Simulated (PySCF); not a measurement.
Assigning NMR signals

Geometry (Å), atoms numbered from 1 in this order:
```xyz
16

Cl    1.8944    1.2644    1.8945
C     2.4373    0.3837    0.4510
Cl    2.4019    1.4660   -0.9553
Si    1.2964   -1.1440    0.1402
C    -0.4300   -0.4735   -0.0749
C    -1.6579   -1.0122   -0.0891
C    -2.3666    0.2833   -0.3343
C    -0.9609    0.9280   -0.3164
H     3.4834    0.1343    0.6192
H     1.4469   -1.9948    1.3222
H     1.8321   -1.7818   -1.0657
H    -2.0261   -2.0157    0.0306
H    -2.8898    0.3519   -1.2874
H    -3.0347    0.6087    0.4621
H    -0.7859    1.6268    0.4984
H    -0.6482    1.3837   -1.2532
```

Calculated, not measured (PySCF 2.14.0 with density-fitted response routines): geometry from GFN2-xTB, PBE0/pcSseg-1 with gauge-including orbitals. Equivalent nuclei averaged, no solvent model, one conformer, relativity neglected.

Scale: TMS for ¹³C (186.93 ppm) and ¹H (31.72 ppm) (reference shieldings calculated alike).

Task: Assign these signals to the numbered atoms. ¹³C{¹H} NMR (computed): δ 168.5 (CH), 149.2 (C), 71.9 (CH), 37.7 (CH2), 36.8 (CH2).

Result: 
168.5 → C6, alkene CH
149.2 → C5, fully substituted alkene carbon: as expected for a trigonal carbon in a double bond
71.9 → C2, sp3 CH bonded to 2 Cl and Si: 2 electronegative neighbours deshield it
37.7 → C8, allylic sp3 CH2: saturated and bonded to C and H only
36.8 → C7, allylic sp3 CH2

C8 and C7 lie closer than the usual error of such a calculation, so a measured spectrum could show them in the other order.

Task: Assign these signals to the numbered atoms. ¹H NMR (400 MHz, computed): δ 7.26 (t, 1H), 5.79 (t, 1H), 4.60 (d, 2H), 3.23 (m, 2H), 2.92 (m, 2H).

Result: 
| δ (ppm) | atoms | environment | reason |
| --- | --- | --- | --- |
| 7.26 | H12 | hydrogen on an alkene CH | olefinic region |
| 5.79 | H9 | hydrogen on an sp3 CH bonded to 2 Cl and Si | its carbon carries Cl, an electronegative neighbour |
| 4.60 | H10/H11 | hydrogen on a silicon bonded to 2 C | – |
| 3.23 | H15/H16 | hydrogen on an allylic sp3 CH2 | – |
| 2.92 | H13/H14 | hydrogen on an allylic sp3 CH2 | allylic position |

Carbons that carry Cl, above all several Cl atoms, come out too deshielded, partly because spin–orbit coupling is missing. Shifts are as computed. Against solution values, carbons near 30 ppm lie about +3 ppm off and those near 130 ppm about +5 ppm; carbons on Cl a further +6 ppm. Of 1211 compounds with measured shifts, 218 miss one by over three times the rms of a fit or turn the order of signals round; such compounds aren't used in these exercises. No couplings were computed; multiplicities are counted from neighbouring protons, with m where these are inequivalent, close in shift, in a saturated or five-membered ring or joined by F or P, and br s for small geminal =CH2 splittings.
